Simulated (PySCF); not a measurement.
# Electron correlation in Lu⁺ (lutetium, charge +1)

Starting occupation: [Xe] 4f14 6s2. All numbers are calculated (PySCF 2.14, X2C-1e with screened-nucleus spin-orbit coupling, Gaussian nucleus, in x2c-TZVPall-2c with one added diffuse shell each of s, p, d type (12s12p11d2f1g, 126 functions)). Frozen: [Ar] 3d10; 42 electrons correlated; the 18 highest virtual spinors left out.

MP2 pair energies summed by pair of shells (mhartree):

| pair | energy | share (%) |
| --- | --- | --- |
| 5p3/2-5p3/2 | -52.59 | 7.0 |
| 5p1/2-5p3/2 | -49.28 | 6.5 |
| 4f7/2-5p3/2 | -43.71 | 5.8 |
| 4f5/2-4f7/2 | -43.12 | 5.7 |
| 4d3/2-4d5/2 | -37.15 | 4.9 |
| 4f5/2-5p3/2 | -36.48 | 4.8 |
| 4f7/2-4f7/2 | -31.34 | 4.2 |
| 5p3/2-6s1/2 | -28.09 | 3.7 |
| 4f7/2-5p1/2 | -24.94 | 3.3 |
| 4d5/2-4d5/2 | -24.73 | 3.3 |
| 4d5/2-4p3/2 | -23.53 | 3.1 |
| 4d5/2-4f7/2 | -20.72 | 2.7 |
| 6s1/2-6s1/2 | -19.91 | 2.6 |
| 4f5/2-4f5/2 | -16.72 | 2.2 |
| 4d3/2-4p3/2 | -16.48 | 2.2 |
| 4f5/2-5p1/2 | -13.63 | 1.8 |
| 5p3/2-5s1/2 | -13.51 | 1.8 |
| 4d5/2-4f5/2 | -12.86 | 1.7 |
| 4d5/2-4p1/2 | -12.17 | 1.6 |
| 5p1/2-5p1/2 | -12.04 | 1.6 |
| 4d3/2-4f7/2 | -11.33 | 1.5 |
| 4d5/2-5p3/2 | -11.27 | 1.5 |
| 5p1/2-6s1/2 | -11.25 | 1.5 |
| 4d3/2-4d3/2 | -10.36 | 1.4 |
| 4d3/2-4f5/2 | -10.09 | 1.3 |
| 4d5/2-4s1/2 | -10.08 | 1.3 |
| 4f7/2-6s1/2 | -9.53 | 1.3 |
| 4f7/2-5s1/2 | -9.28 | 1.2 |
| 4f7/2-4p3/2 | -8.08 | 1.1 |
| 4d3/2-4p1/2 | -7.61 | 1.0 |

Total MP2 correlation energy: -754.77 mhartree.

This basis was not built for core-valence correlation, so the inner-shell part is incomplete.
